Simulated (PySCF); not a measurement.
Compound: C5H8OSi.
Atom-mapped SMILES: `[CH2:1]=[CH:2][C:3]#[C:4][SiH2:5][O:6][CH3:7]` (hydrogens: H8, H9 on C1; H10 on C2; H11, H12 on Si5; H13, H14, H15 on C7)

Cartesian coordinates in Å at the PBE0-D3(BJ)/def2-SVP level; atoms count from 1:
```
atom  x, y, z in Å
C1     3.722   -0.442   -0.241
C2     2.499   -0.727   -0.711
C3     1.302   -0.102   -0.269
C4     0.264    0.430    0.100
Si5   -1.300    1.214    0.646
O6    -2.572    0.161    0.486
C7    -2.930   -0.468   -0.714
H8     4.603   -0.958   -0.628
H9     3.872    0.312    0.536
H10    2.383   -1.489   -1.491
H11   -1.514    2.438   -0.185
H12   -1.224    1.562    2.088
H13   -3.779   -1.140   -0.520
H14   -3.240    0.261   -1.486
H15   -2.101   -1.071   -1.127
```

Method: core-valence-separated Tamm–Dancoff BHandHLYP/aug-pcX-1 (pcseg-1 on H, def2-SVPD on Si) in PySCF, non-relativistic, gas phase, PBE0-D3(BJ)/def2-SVP geometry. BHandHLYP without relativity tends to put these K edges a few eV too low, so spacings mean more than positions.

The lowest roots of each edge with f over 0.003 (five at most, numbered afresh; weaker and dark ones are left out), with transition dipoles (au) in the frame of the coordinates:

```
root  edge  E (eV)       μx       μy       μz
   1     C  282.11   0.0107   0.0677  -0.0639
   2     C  282.35   0.0108   0.0593  -0.0550
   3     C  282.88   0.0432   0.0430   0.0571
   4     C  282.91  -0.0089  -0.0580   0.0563
   5     C  283.09   0.0369   0.0768  -0.0062
   6     O  532.30  -0.0209  -0.0104   0.0104
   7     O  533.21   0.0024  -0.0084   0.0144
   8     O  533.75  -0.0086  -0.0105  -0.0258
   9     O  534.09  -0.0270  -0.0031   0.0020
  10     O  534.21   0.0009   0.0316   0.0119
```

**Question.** What are the oscillator strengths?

**Answer.** f = (2/3) ΔE |μ|², with ΔE in hartree (27.2114 eV):

```
root  ΔE (Eh)  |μ|² (au)      f  core hole on
   1  10.3674   0.008785  0.061            C1
   2  10.3761   0.006661  0.046            C4
   3  10.3957   0.006977  0.048            C4
   4  10.3968   0.006619  0.046            C2
   5  10.4033   0.007298  0.051            C3
   6  19.5618   0.000654  0.009            O6
   7  19.5952   0.000284  0.004            O6
   8  19.6150   0.000852  0.011            O6
   9  19.6275   0.000745  0.010            O6
  10  19.6317   0.001141  0.015            O6
```

**Question.** Molecules are fixed in this frame and the field points along y. What effective strengths 3 f cos²θ do the roots have (θ between field and μ)?

**Answer.** root 1 (C1): 0.095, root 2 (C4): 0.073, root 3 (C4): 0.039, root 4 (C2): 0.070, root 5 (C3): 0.123, root 6 (O6): 0.004, root 7 (O6): 0.003, root 8 (O6): 0.004, root 9 (O6): 0.000, root 10 (O6): 0.039. Root 5 is the strongest. Averaged over all orientations cos²θ is 1/3, which gives f back.

One conformer stands for the species.
